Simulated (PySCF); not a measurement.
ZnC: energy against distance

Set-up: PySCF, spin-free X2C with a Gaussian nucleus, basis sets Zn x2c-SVPall, C x2c-SVPall. Energies in eV from Zn + C in their ground configurations at the same level. All curves are PBE0. state 1: ³Σ⁻ (triplet), unpaired electrons π ↑↑; state 2: Ms = 0 determinant of mixed spin (⟨S²⟩ near 1.0), unpaired electrons π ↑↓, a mixture of terms (⟨Lz²⟩ = 2.0), a second solution, started from another occupation; state 3: ³Π (triplet), unpaired electrons σ ↑, π ↑, a second solution, started from another occupation; state 4: Ms = 0 determinant of mixed spin (⟨S²⟩ near 1.0), unpaired electrons σ ↓, π ↑, a second solution, started from another occupation.

```json
{"R (Å)": "1.708", "state 1": "-0.644", "state 2": "-0.1525", "state 3": "1.0495", "state 4": "1.2056"}
{"R (Å)": "1.787", "state 1": "-0.942", "state 2": "-0.4384", "state 3": "0.5917", "state 4": "0.7508"}
{"R (Å)": "1.867", "state 1": "-1.101", "state 2": "-0.5897", "state 3": "0.2892", "state 4": "0.4546"}
{"R (Å)": "1.926", "state 1": "-1.155", "state 2": "-0.6411", "state 3": "0.1363", "state 4": "0.3087"}
{"R (Å)": "1.986", "state 1": "-1.168", "state 2": "-0.6546", "state 3": "0.0304", "state 4": "0.2116"}
{"R (Å)": "2.046", "state 1": "-1.153", "state 2": "-0.6408", "state 3": "-0.0402", "state 4": "0.1517"}
{"R (Å)": "2.125", "state 1": "-1.101", "state 2": "-0.5938", "state 3": "-0.0948", "state 4": "0.1141"}
{"R (Å)": "2.224", "state 1": "-1.008", "state 2": "-0.5083", "state 3": "-0.1218", "state 4": "0.1120"}
{"R (Å)": "2.344", "state 1": "-0.879", "state 2": "-0.3889", "state 3": "-0.1211", "state 4": "0.1456"}
{"R (Å)": "2.502", "state 1": "-0.708", "state 2": "-0.2291", "state 3": "-0.0992", "state 4": "0.2118"}
```

Problem. Put a parabola through the three lowest points of the state 1 curve and estimate Re, k and ωe (reduced mass 10.1 u; 1 eV/Å² = 0.16022 mdyn/Å; ωe = 1302.8·√(k/μ) cm⁻¹).

Solution. Through R = 1.926, 1.986, 2.046 Å the second-order coefficient is 3.89 eV/Å², so Re ≈ 1.984 Å, k ≈ 1.25 mdyn/Å and ωe ≈ 458 cm⁻¹. A polynomial fit of higher order to the unrounded PBE0 energies gives Re = 1.981 Å, k = 1.35 mdyn/Å, ωe = 476 cm⁻¹; anharmonicity and rounding make the difference.

The higher-order fit for each curve: state 1: Re = 1.981 Å, ωe = 476 cm⁻¹, De = 1.17 eV; state 2: Re = 1.982 Å, ωe = 458 cm⁻¹, minimum 0.65 eV below the ground-state fragments; state 3: Re = 2.276 Å, ωe = 218 cm⁻¹, minimum 0.124 eV below the ground-state fragments; state 4: Re = 2.178 Å, ωe = 320 cm⁻¹, minimum 0.108 eV above the ground-state fragments.

The state is the lowest determinant that a PBE0 search found; another state may lie lower at other levels.
